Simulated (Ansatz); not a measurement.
Reaction (redistribution): `[NH2][GeH]([F])[SiH3]` + `[NH2][AlH][OH]` → `[OH][GeH]([F])[SiH3]` + `[NH2][AlH][NH2]`

Program: Ansatz. Geometries: PBE0-D4/def2-TZVP. ΔE: electronic, gas phase. CCSD(T)/CBS is the MP2 limit (def2-TZVPP, def2-QZVPP) plus CCSD(T) − MP2 in def2-TZVPP, frozen cores. This one scheme is used for every species. DFT in def2-TZVPP. B3LYP here is the variant with VWN-RPA as its local correlation; programs differ in this. For Ge outer-core shells are correlated without core-valence functions, which leaves a few kJ/mol of doubt a bond. Scalar relativity is left out up to krypton. One conformer a species, not always the lowest.

| level | ΔE (kcal/mol) | difference from CCSD(T)/CBS |
| --- | --- | --- |
| PBE0-D4 | 6.9 | -0.3 |
| PBE | 6.6 | -0.6 |
| PBE0 | 6.8 | -0.4 |
| B3LYP | 6.5 | -0.7 |
| MP2/def2-TZVPP | 7.5 | 0.3 |
| SCS-MP2/def2-TZVPP | 7.0 | -0.2 |
| CCSD/def2-TZVPP | 7.1 | -0.1 |
| MP2/def2-QZVPP | 7.4 | 0.2 |
| SCS-MP2/def2-QZVPP | 7.0 | -0.2 |
| CCSD/CBS(def2) | 7.2 | 0.0 |
| CCSD(T)/CBS | 7.2 | 0 |

Largest T1 diagnostic among the species: 0.013.

In def2-TZVPP, CCSD(T) changes the Hartree–Fock value by +0.8 kcal/mol (the triples alone add +0.0 kcal/mol) and MP2 by +1.2 kcal/mol.
